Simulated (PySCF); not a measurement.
A structure optimised at PBE0-D3(BJ)/def2-TZVP, used in a PySCF frequency run:

```
B
H 1 1.1890
H 1 1.1908 2 123.26
Se 1 1.8985 2 121.04 3 180.00
H 4 1.4699 1 97.71 2 0.00
```

Write its SMILES, formula and point group.

B[SeH], BH₃Se, Cs

What are its rotational constants (standard atomic weights)?

117.21, 11.392, 10.383 GHz
